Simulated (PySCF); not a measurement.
C4H4N, SMILES [c]1ccc[nH]1, multiplicity 2. Coordinates come from a B3LYP-D3(BJ)/def2-SVP optimisation. The isomer is the one that the SMILES or the coordinates give; other isomers of the formula were not compared.

The numbers are results of PySCF with B3LYP-D3(BJ)/def2-SVP, not measurements.

Harmonic wavenumbers (cm⁻¹): 361, 490, 624, 694, 764, 853, 877, 887, 1018, 1056, 1106, 1185, 1248, 1380, 1416, 1474, 1564, 3232, 3259, 3264, 3666. Rotational constants (GHz): 10.21, 8.834, 4.737; symmetry number 1.

### Question
Work out the zero-point energy and the ideal-gas rigid-rotor harmonic-oscillator thermochemistry at 298.15 K and 1 atm.

### Answer
ZPE = ½ Σ hcν = ½ × 30417 cm⁻¹ = 43.48 kcal/mol. H − E(el) = 46.64 kcal/mol. Entropy in cal/(mol K): translation 38.48, rotation 24.13, vibration 3.59, spin 1.38, total 67.59. G − E(el) = 26.49 kcal/mol. Cp = 16.62 cal/(mol K).
